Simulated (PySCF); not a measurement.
# Al: excitation energy

Al [Ne] 3s2 3p1 (2P) → Al [Ne] 3s1 3p2 (4P), as a difference of total energies. Calculation: PySCF 2.14, in dyall-acv3z (19s12p6d4f, 113 functions); the spin-free X2C one-electron Hamiltonian (Gaussian nucleus). Correlated levels: valence: [Ne] frozen; valence and next inner shell: 1s2 frozen; virtual orbitals above 40 to 60 times the deepest correlated orbital energy dropped. The calculations carry no spin-orbit coupling.

```json
{"method": "UHF", "excitation energy (eV)": "2.416"}
{"method": "LDA", "excitation energy (eV)": "3.693"}
{"method": "PBE0", "excitation energy (eV)": "3.466"}
{"method": "r2SCAN", "excitation energy (eV)": "3.196"}
{"method": "PW91", "excitation energy (eV)": "3.593"}
{"method": "wB97X-V", "excitation energy (eV)": "3.629"}
{"method": "B3LYP", "excitation energy (eV)": "3.830"}
{"method": "MP2 (valence)", "excitation energy (eV)": "3.174"}
{"method": "MP2 (valence and next inner shell)", "excitation energy (eV)": "3.339"}
{"method": "SCS-MP2 (valence and next inner shell)", "excitation energy (eV)": "3.610"}
```

Question: Estimate what SCS-MP2 (valence) gives.

Answer: 3.484 eV, closest to PBE0 among the rows shown.

Question: Estimate what PBE gives.

Answer: 3.592 eV, closest to PW91 among the rows shown.

Errors of the correlated levels include the incompleteness of this basis and the frozen core.

For comparison: 3.598 eV (measured; NIST levels, between the centres of gravity of the two terms).
